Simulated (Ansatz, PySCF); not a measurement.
C2H9FSi3, SMILES F[Si@H]1C[SiH2]C[SiH2]1. Atoms are numbered in the order given.

```xyz
15

F      1.6629     1.5789     0.8715
Si     1.0874     0.7567    -0.4254
C      1.2108    -1.0926    -0.0726
Si    -0.3884    -1.6575     0.7801
C     -1.7774    -0.7948    -0.1843
Si    -1.2615     1.0054    -0.5509
H      1.9072     1.1775    -1.5975
H      1.2914    -1.6185    -1.0421
H      2.1171    -1.3340     0.5070
H     -0.5380    -3.1430     0.7755
H     -0.3915    -1.1824     2.1956
H     -1.9018    -1.3200    -1.1480
H     -2.7449    -0.8475     0.3403
H     -1.7437     1.9257     0.5208
H     -1.7829     1.4833    -1.8663
```

Coordinates come from a B3LYP-D3(BJ)/def2-SVP optimisation. The structure was generated by enumeration; whether it is a known compound was not checked. Other conformers were not sampled.

Two levels are set side by side: PBE-D3(BJ)/def2-SVP (Ansatz, an electronic-structure program) and B3LYP-D3(BJ)/def2-SVP (Ansatz). Each level has its own optimised geometry; the coordinates shown are those of the second. Frequencies come from the Hessian of PySCF at each geometry. Differences are taken from unrounded values.

| quantity | B3LYP-D3(BJ) |
|---|---|
| mean bond length (Å) | 1.565 |
| bond F1–Si2 (Å) | 1.640 |
| bond Si2–C3 (Å) | 1.887 |
| bond Si2–Si6 (Å) | 2.365 |
| bond C3–Si4 (Å) | 1.898 |
| bond Si4–C5 (Å) | 1.898 |
| bond C5–Si6 (Å) | 1.908 |
| bond Si2–H7 (Å) | 1.491 |
| bond C3–H8 (Å) | 1.106 |
| bond C3–H9 (Å) | 1.103 |
| bond Si4–H10 (Å) | 1.493 |
| bond Si4–H11 (Å) | 1.493 |
| bond C5–H12 (Å) | 1.105 |
| bond C5–H13 (Å) | 1.102 |
| bond Si6–H14 (Å) | 1.493 |
| bond Si6–H15 (Å) | 1.494 |
| highest harmonic wavenumber (cm⁻¹) | 3110 |
| mean harmonic wavenumber (cm⁻¹) | 1127 |
| zero-point energy (kcal/mol) | 62.83 |

**Question.** What does PBE-D3(BJ) give, and how far is it from B3LYP-D3(BJ)? (Estimate from the structure and the level; the computed values follow.)

**Answer.** 
```csv
quantity,PBE-D3(BJ),PBE-D3(BJ) minus B3LYP-D3(BJ)
mean bond length (Å),1.574,0.009
bond F1–Si2 (Å),1.651,0.011
bond Si2–C3 (Å),1.893,0.006
bond Si2–Si6 (Å),2.370,0.005
bond C3–Si4 (Å),1.903,0.005
bond Si4–C5 (Å),1.904,0.005
bond C5–Si6 (Å),1.913,0.005
bond Si2–H7 (Å),1.506,0.015
bond C3–H8 (Å),1.113,0.007
bond C3–H9 (Å),1.110,0.007
bond Si4–H10 (Å),1.507,0.014
bond Si4–H11 (Å),1.507,0.013
bond C5–H12 (Å),1.112,0.007
bond C5–H13 (Å),1.109,0.007
bond Si6–H14 (Å),1.506,0.013
bond Si6–H15 (Å),1.507,0.013
highest harmonic wavenumber (cm⁻¹),3064,-46
mean harmonic wavenumber (cm⁻¹),1094,-33
zero-point energy (kcal/mol),60.97,-1.86
```

Exact exchange shortens and stiffens bonds; PBE has none. Differences between two approximate levels are no errors against the true value.
